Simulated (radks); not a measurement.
Valence configurations of Eu II (all share [Xe]). All-electron calculation, Dirac Kohn-Sham, PBE, spin-unpolarised, spherical densities, finite nucleus; open shells fill j = l - 1/2 first; Fermi nuclear charge, rms radius 5.1115 fm. Program: a radial shooting solver on a logarithmic mesh with Libxc functionals. Energies are relative to 4f7 6s1; eigenvalues in eV.

valence          E (eV)  e(4f5/2)  e(4f7/2)  e(5d3/2)  e(6p1/2)  e(6s1/2)
4f7 6s1           0.000    -9.056    -8.442         -         -    -8.517
4f8               2.367    -3.629    -3.075         -         -         -
4f7 5d1           1.464    -7.264    -6.653    -6.054         -         -
4f7 6p1           2.965   -10.137    -9.523         -    -6.158         -
4f6 5d1 6s1       3.237   -14.708         -    -8.580         -    -9.114
4f5 5d2 6s1      11.942   -21.308         -    -9.894         -    -9.593
4f6 5d1 6p1       6.439   -15.763         -    -9.408    -6.479         -
4f4 5d2 6s1 6p1  31.783   -32.418         -   -13.841    -7.630   -11.531
4f7 6s0.5 6p0.5   1.478    -9.601    -8.986         -    -5.868    -8.834
4f6 6s2           2.993   -17.111         -         -         -   -10.067

NIST lists [Xe] 4f7 6s1 as the ground configuration; this level of theory agrees among the configurations tried. The energies are those of spherical spin-averaged densities, not of single terms.
